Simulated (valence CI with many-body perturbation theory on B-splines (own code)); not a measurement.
The numbers below are computed, except where a source is named.
Hyperfine factors and g values of Tm45+

Level of theory: configuration interaction combined with many-body perturbation theory (CI+MBPT): six valence electrons over a frozen Dirac-Fock core [Ar], a basis of 7 s, 7 p, 8 d, 6 f, 4 g, 1 h functions for each j, with the one-electron correlation potential Σ1, the two-electron term Σ2, the three-electron term Σ3, Breit, model QED; selected CI, second order for the rest, scaled by the run's own slope (own B-spline code, finite nucleus).

No measured spectrum was set against this ion. As an estimate, large intervals hold to a few tenths of a per cent, small ones and those within an open d or f shell to about a per cent. Core correlation moves these levels by up to 12000 cm⁻¹, and in measured spectra 5 to 20 % of such shifts remained as error; rates that hang on mixing are uncertain with them. Among the levels kept, up to 1000 cm⁻¹ of a level comes from second order outside the variational space, and about a tenth of that is noise between levels of different J, which matters for small intervals. Only levels of the ground parity were solved; by the run's estimate the other parity begins above the list, which can be wrong where configurations are misplaced.

A/g_I is the dipole constant over the nuclear g factor μ/I (μ in nuclear magnetons, uniformly magnetised nucleus), B/Q the quadrupole constant per barn. Both hold the static response of the core; the bare values leave it out. Large factors of s and p1/2 electrons are usually good to 5 to 10 %; those of open d and f shells near neutrality can be off by tens of per cent, and small factors of p3/2, d and f electrons come from cancelling terms and can be off by a factor of two or in sign, in half-filled shells by more. B is blank for J = 1/2, where it vanishes, and for nearly pure S terms. Energies count from the lowest level. Levels with J = 0 are left out.

Levels are named by their leading jj configuration (3d3/2^4 stands for four electrons in 3d with j = 3/2), which in mixed levels can hold well under half, so a name can repeat and another be missing. Letters in brackets count levels of one name in rising energy.

| Level | E (eV) | g | A/g_I (MHz) | A/g_I bare | B/Q (MHz/b) | B/Q bare |
| --- | --- | --- | --- | --- | --- | --- |
| (3d3/2^4 3d5/2^2) J=4 | 0.00 | 1.257 | 28400 | 29100 | 51300 | 51900 |
| (3d3/2^4 3d5/2^2) J=2 | 6.85 | 1.283 | 27800 | 28600 | -28200 | -28500 |
| (3d3/2^3 3d5/2^3) J=3 [a] | 43.29 | 1.358 | 17500 | 18400 | 4030 | 4040 |
| (3d3/2^3 3d5/2^3) J=4 [a] | 45.21 | 1.169 | 31000 | 31500 | 42900 | 43500 |
| (3d3/2^3 3d5/2^3) J=1 [a] | 47.62 | 1.305 | 28000 | 28900 | -19600 | -19700 |
| (3d3/2^3 3d5/2^3) J=5 | 52.39 | 1.125 | 37300 | 37700 | 24000 | 24300 |
| (3d3/2^3 3d5/2^3) J=6 | 52.39 | 1.104 | 41500 | 41900 | -47600 | -48300 |
| (3d3/2^3 3d5/2^3) J=2 [a] | 58.32 | 0.967 | 50900 | 50900 | -38000 | -38400 |
| (3d3/2^3 3d5/2^3) J=3 [b] | 59.57 | 1.056 | 45200 | 45500 | 15600 | 15700 |
| (3d3/2^3 3d5/2^3) J=4 [b] | 71.63 | 1.044 | 46500 | 46700 | -34700 | -35200 |
| (3d3/2^3 3d5/2^3) J=2 [b] | 71.81 | 1.115 | 39300 | 39700 | 64000 | 64700 |
| (3d3/2^3 3d5/2^3) J=1 [b] | 72.30 | 1.156 | 23600 | 24100 | 38900 | 39300 |
| (3d3/2^3 3d5/2^3) J=3 [c] | 74.49 | 1.059 | 45900 | 46100 | -61100 | -61800 |
| (3d3/2^2 3d5/2^4) J=2 [a] | 92.22 | 1.440 | 4400 | 5590 | -10400 | -10500 |
| (3d3/2^2 3d5/2^4) J=4 [a] | 97.98 | 1.092 | 39700 | 40000 | 7620 | 7790 |
| (3d3/2^2 3d5/2^4) J=3 [a] | 101.21 | 1.202 | 27800 | 28400 | -23300 | -23500 |
| (3d3/2^2 3d5/2^4) J=5 | 101.70 | 1.090 | 42500 | 42800 | -36700 | -37100 |
| (3d3/2^2 3d5/2^4) J=6 | 104.90 | 1.044 | 46100 | 46300 | -52700 | -53300 |
| (3d3/2^2 3d5/2^4) J=3 [b] | 107.56 | 0.958 | 53200 | 53200 | 1840 | 1870 |
| (3d3/2^2 3d5/2^4) J=1 | 110.53 | 1.012 | 50500 | 50600 | -18000 | -18200 |
| (3d3/2^2 3d5/2^4) J=4 [b] | 112.23 | 1.046 | 47700 | 47900 | -618 | -661 |
| (3d3/2^2 3d5/2^4) J=2 [b] | 113.21 | 1.046 | 46300 | 46600 | -34500 | -34900 |
| (3d3/2^2 3d5/2^4) J=2 [c] | 123.51 | 0.860 | 62800 | 62600 | -4180 | -4210 |
| (3d3/2^2 3d5/2^4) J=4 [c] | 127.45 | 1.153 | 34100 | 34600 | -54100 | -54800 |
| (3d3/2^2 3d5/2^4) J=2 [d] | 144.19 | 1.018 | 47500 | 47600 | 60800 | 61500 |
| (3d3/2 3d5/2^5) J=1 | 146.80 | 1.492 | -5190 | -3890 | -11200 | -11300 |
| (3d3/2 3d5/2^5) J=4 | 158.49 | 1.023 | 48000 | 48100 | -23300 | -23500 |
| (3d3/2 3d5/2^5) J=2 | 163.92 | 1.196 | 32500 | 33000 | -63600 | -64400 |
| (3d3/2 3d5/2^5) J=3 | 165.76 | 1.060 | 44000 | 44300 | -58200 | -58900 |

(1) Take the isotope of mass number 171, with I = 1/2, μ = -0.23 μN. What is the hyperfine structure of (3d3/2^3 3d5/2^3) J=2 [a]?

## Answers

(1) From the table A = -23400 MHz. Shifts from the centre of gravity in MHz: F = 3/2: 35100, F = 5/2: -23400.
